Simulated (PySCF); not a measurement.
# Ionisation energy of Sb⁺ by level of theory

Sb⁺ [Kr] 4d10 5s2 5p2 (3P) → Sb²⁺ [Kr] 4d10 5s2 5p1 (2P), as a difference of total energies. Computed with PySCF 2.14 in aug-cc-pwCVDZ-PP with ECP28MDF (6s5p4d1f, 48 functions), with a scalar-relativistic core potential. Correlated levels: valence: 4s2 4p6 4d10 frozen. The calculations carry no spin-orbit coupling.

```
           method  ionisation energy (eV)
              UHF                  15.995
    MP2 (valence)                  16.236
SCS-MP2 (valence)                  16.177
   CCSD (valence)                  16.267
CCSD(T) (valence)                  16.276
  CCSDT (valence)                  16.278
```

Task: How much does correlation contribute at CCSD(T) (valence)?

Result: 16.276 − (15.995) = 0.281 eV, measured against UHF.

The reference lies between the lowest fine-structure levels, while these numbers refer to the centres of the terms.

Errors of the correlated levels include the incompleteness of this basis and the frozen core.

For comparison: 16.626 ± 0.025 eV (measured; NIST Atomic Spectra Database, ionization energies).
